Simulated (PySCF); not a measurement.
C2H7FO2Si, SMILES C[C@@H](O)[Si@@H](O)F.

Coordinates come from a PBE0-D3(BJ)/def2-SVP optimisation. The structure was generated by enumeration; whether it is a known compound was not checked. Other conformers were not sampled.

Computed with TDA-PBE/def2-SVPD in PySCF.

Vertical excitations. The molecule is in vacuum.

| state | energy (eV) | λ (nm) | f | main pairs |
|---|---|---|---|---|
| S1 | 5.43 | 228 | 0.003 | HOMO→LUMO 99 % |
| S2 | 5.92 | 210 | 0.007 | HOMO→LUMO+1 98 % |
| S3 | 6.19 | 200 | 0.003 | HOMO→LUMO+2 98 % |
| S4 | 7.06 | 176 | 0.075 | HOMO→LUMO+3 93 % |
| S5 | 7.13 | 174 | 0.006 | HOMO−1→LUMO 95 % |
| S6 | 7.43 | 167 | 0.033 | HOMO→LUMO+4 93 % |
| S7 | 7.51 | 165 | 0.002 | HOMO→LUMO+5 60 %, HOMO−1→LUMO+1 35 % |
| S8 | 7.62 | 163 | 0.034 | HOMO−1→LUMO+1 43 %, HOMO−2→LUMO 33 %, HOMO→LUMO+5 18 % |
| S9 | 7.64 | 162 | 0.021 | HOMO−2→LUMO 62 %, HOMO−1→LUMO+1 18 %, HOMO→LUMO+5 14 % |
| S10 | 7.68 | 162 | 0.004 | HOMO→LUMO+6 89 % |
| T1 | 5.32 | 233 | 0 | HOMO→LUMO 98 % |
| T2 | 5.61 | 221 | 0 | HOMO→LUMO+1 98 % |
| T3 | 5.98 | 207 | 0 | HOMO→LUMO+2 99 % |
| T4 | 6.85 | 181 | 0 | HOMO→LUMO+3 99 % |
Triplets are in the Tamm–Dancoff approximation.
